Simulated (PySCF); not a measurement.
A structure optimised at PBE0-D3(BJ)/def2-SVP, used in a PySCF frequency run:

```xyz
13

Si     0.5768    -0.7010     0.4509
O      1.7534    -1.4760    -0.3875
Cl     1.1917     1.1855     1.0519
O     -0.7256    -0.4982    -0.5303
C     -1.8487     0.3344    -0.3297
C     -2.5716     0.5281    -1.6405
H      0.3086    -1.5044     1.6599
H      1.9737    -1.1295    -1.2579
H     -2.5227    -0.1282     0.4146
H     -1.5274     1.3081     0.0821
H     -3.4606     1.1612    -1.5012
H     -2.8936    -0.4400    -2.0517
H     -1.9122     1.0111    -2.3769
```
Charge 0, spin multiplicity 1.

Question: Write its SMILES and formula.

Answer: CCO[SiH](O)Cl, C2H7ClO2Si

Question: What are its rotational constants (standard atomic weights)?

Answer: 3.2198, 1.4177, 1.0804 GHz
